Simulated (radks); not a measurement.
The numbers below are computed, except where a source is named.
Spherical jellium clusters: N electrons in a uniform positive sphere of charge N and radius rs N^(1/3), rs = 4.71 bohr. Level of theory: non-relativistic Kohn-Sham, LDA (Slater exchange, Perdew-Wang correlation), spin-polarised, spherical densities (a radial shooting solver with Libxc functionals). Levels are named by radial order and angular momentum (1s, 1p, 1d, 2s, ...), and open shells are averaged over m.

N = 16, configuration 1s2 1p6 1d(up 5, down 3). This is the lowest configuration that the search found. Occupied and some empty levels:

| level | occupation | eigenvalue (eV) | <r> (bohr) |
|---|---|---|---|
| 1s up | 1 | -4.1791 | 7.340 |
| 1s down | 1 | -4.0717 | 7.190 |
| 1p up | 3 | -3.5260 | 8.756 |
| 1p down | 3 | -3.3917 | 8.736 |
| 1d up | 5 | -2.7139 | 9.746 |
| 1d down | 3 | -2.5758 | 9.787 |
| 2s up | 0 | -2.3517 | 8.046 |
| 2s down | 0 | -2.2896 | 8.147 |
| 1f up | 0 | -1.7728 | 10.64 |
| 1f down | 0 | -1.6428 | 10.73 |
| 2p up | 0 | -1.2955 | 10.10 |
| 2p down | 0 | -1.2281 | 10.19 |

Energy (eV): total -29.1584, kinetic 20.997, external -697.68, Hartree 346.25, exchange-correlation -50.893, background 352.17.

Electron density:

| r (bohr) | n(r) (e/bohr^3) |
|---|---|
| 0.851 | 0.001152 |
| 1.80 | 0.001271 |
| 2.75 | 0.001479 |
| 3.69 | 0.001769 |
| 4.64 | 0.002114 |
| 5.59 | 0.002465 |
| 6.54 | 0.002744 |
| 7.49 | 0.002854 |
| 8.43 | 0.002713 |
| 9.38 | 0.002299 |
| 10.3 | 0.001698 |
| 11.3 | 0.001076 |
| 12.2 | 0.0005897 |
| 13.2 | 0.0002918 |
| 14.1 | 0.0001329 |
| 15.1 | 0.00005744 |
| 16.0 | 0.00002389 |
| 17.0 | 9.692e-06 |
| 17.9 | 3.898e-06 |
| 18.9 | 1.533e-06 |
